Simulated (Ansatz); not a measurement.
One geometry of the cluster Cd3⁻, several levels of theory.

```yaml
crystal:
  periodic: [false, false, false]
  atoms:
    - {symbol: Cd, position_ang: [-1.089859, 1.065159, -0.766810]}
    - {symbol: Cd, position_ang: [1.531978, -0.295478, -0.690171]}
    - {symbol: Cd, position_ang: [-0.442119, -0.769681, 1.456981]}
basis:
  gaussian: {orbitals: def2-TZVPD, initial_orbitals: start.molden}
total_charge: -1
magnetization: {spin_polarized: true, initial_magnetization: 1}
correlation: {method: ccsd_t}
scf: {omitted_lower_state_checks: [starts, cluster_reference]}
output: {orbitals: {seedname: orbitals}}
```

The file start.molden holds the orbitals of an earlier run on this structure, at another level or in another basis.

```sh
$ ansatz run in.yaml --threads 4 --pin off --events-out ev --progress --plain --max-ram 3916MiB
```

Output, abridged:

```
Functional definition: HF
  name "HF"
  cite "Fock, Z. Phys. 61, 126 (1930) doi:10.1007/BF01340294"
  parent pbe
  exchange = exact_x
  correlation = 0
these checks for a lower state are left out or cut short: starts, cluster_reference
1134 factors; integrals over basis functions are off by at most 5.4e-4 eV
mean field evaluation 1: about -13621.0699 eV, gradient 1.1e1 eV
mean field evaluation 2: about -13621.8978 eV, gradient 8.7e-1 eV
mean field evaluation 4: about -13622.4989 eV, gradient 3.5e-2 eV
mean field evaluation 8: about -13622.4996 eV, gradient 3.3e-6 eV
mean field evaluation 16: about -13622.4996 eV, gradient 6.2e-6 eV
mean field -13622.49960246 eV, -500.6176267284 hartree, gradient 6.4e-8 eV, S^2 0.767463; 0 other end points of the search recorded, 0 dependent functions left out
reference -13622.49960246 eV, -500.6176267284 hartree; 31, 30 occupied and 89, 90 virtual orbitals, 1134 factors
second order -41.90237398 eV of doubles, -0.00000000 eV of singles
cycle   1  -38.66708819 eV  change     3.2e0 eV  update   1.5e-1
cycle   2  -39.63005044 eV  change   -9.6e-1 eV  update   4.2e-2
cycle   3  -39.72075016 eV  change   -9.1e-2 eV  update   2.0e-2
cycle   4  -39.68502944 eV  change    3.6e-2 eV  update   6.0e-3
cycle   5  -39.67731717 eV  change    7.7e-3 eV  update   2.7e-3
cycle   6  -39.68167257 eV  change   -4.4e-3 eV  update   1.2e-3
cycle   7  -39.68160828 eV  change    6.4e-5 eV  update   4.9e-4
cycle   8  -39.68136974 eV  change    2.4e-4 eV  update   1.5e-4
cycle   9  -39.68151354 eV  change   -1.4e-4 eV  update   5.5e-5
cycle  10  -39.68148776 eV  change    2.6e-5 eV  update   2.3e-5
perturbative correction -0.94980167 eV, -0.0349045677 hartree
Total energy: -13663.13089189 eV, -502.1107990741 hartree
Checks for a lower state left out: starts, cluster_reference
```

It took 72 s on 4 threads of Arm Neoverse V1 on a shared host, peak host memory 1.9 GiB.

The first input with `hamiltonian: {xc: r2scan}`, `scf: {omitted_lower_state_checks: [starts]}` and without the key `correlation` (abridged; 5.5 s):

```
Functional definition: r2SCAN
mean field -13702.00281249 eV, -503.5393158079 hartree, gradient 1.9e-5 eV, S^2 0.755954
Total energy: -13702.00282939 eV, -503.5393164290 hartree
Checks for a lower state left out: starts
```

Geometry: r2SCAN/def2-TZVPD.

In the def2 sets Cd takes a core potential; there is no spin–orbit coupling. Correlated methods freeze no core orbitals; core or outer-core shells of Cd are correlated, in sets that lack core-valence functions. At r2SCAN/def2-TZVPD the highest occupied level of the charge -1 doublet lies above zero (up to 1.12 eV). By energy differences its removal costs 0.62 eV (vertical, to the charge 0 singlet, at r2SCAN/def2-TZVPD); a positive level beside a positive removal energy at the same level points to self-interaction error. The structure comes from a short search, and lower isomers may exist.
